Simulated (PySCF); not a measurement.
Al(F)(I)(NMe2) (C2H6AlFIN), SMILES [N](C)([Al]([F])[I])C. Atoms are numbered in the order given.

```xyz
12

Al     0.6521    -0.7308     0.0000
F      2.2883    -1.0221     0.0000
I     -0.1614     1.5836     0.0000
N     -0.4473    -2.1106     0.0000
C      0.0440    -3.4704     0.0000
C     -1.8867    -2.0179     0.0000
H     -0.3026    -4.0288    -0.8910
H     -0.3026    -4.0288     0.8910
H      1.1442    -3.4907     0.0000
H     -2.3268    -2.5063     0.8909
H     -2.3268    -2.5063    -0.8909
H     -2.2165    -0.9679     0.0000
```
Charge 0, spin multiplicity 1.

Geometry: PBE0-D3(BJ)/def2-SVP. The def2 effective core potentials stand for the cores of I; spin–orbit coupling is left out. The values are those of a single conformer.

Computed with PySCF 2.14.0 with PBE0-D3(BJ)/def2-SVP.

Frequencies are harmonic and unscaled.

Computed vibrational spectrum:
```csv
mode,ν (cm⁻¹),IR (km/mol),moving atoms (share of kinetic energy)
1,65,0.0,"C 52 %, H 28 %, F 12 %"
2,93,0.5,"C 38 %, I 17 %, H 16 %, Al 15 %, F 11 %"
3,160,2.2,"H 38 %, Al 24 %, N 18 %, F 15 %"
4,163,15.5,"F 73 %, C 10 %"
5,223,0.2,"C 35 %, I 23 %, N 18 %, H 15 %"
6,223,17.8,"H 49 %, Al 39 %"
7,239,0.4,H 97 %
8,310,32.6,"N 45 %, H 39 %, Al 11 %"
9,322,14.4,"C 35 %, H 20 %, F 19 %, Al 17 %"
10,404,57.1,"Al 38 %, H 21 %, C 21 %, N 10 %"
11,674,94.3,"Al 41 %, C 31 %, H 14 %, N 8 %"
12,884,98.8,"F 49 %, Al 45 %"
13,1040,137.4,"H 41 %, C 35 %, N 19 %"
14,1092,2.3,"H 75 %, C 24 %"
15,1111,0.0,"H 81 %, C 19 %"
16,1167,0.8,"H 69 %, C 20 %, N 11 %"
17,1253,90.6,"N 59 %, C 32 %, H 9 %"
18,1323,48.9,"N 42 %, H 35 %, C 21 %"
19,1430,2.1,"H 86 %, C 13 %"
20,1453,0.1,H 97 %
21,1457,11.1,"H 82 %, C 18 %"
22,1461,12.5,H 97 %
23,1479,21.5,H 96 %
24,1502,3.2,H 94 %
25,2994,48.0,H 97 %
26,2998,125.6,H 97 %
27,3055,75.4,"H 91 %, C 9 %"
28,3064,0.2,"H 90 %, C 10 %"
29,3138,12.9,"H 91 %, C 9 %"
30,3143,9.3,"H 91 %, C 9 %"
```
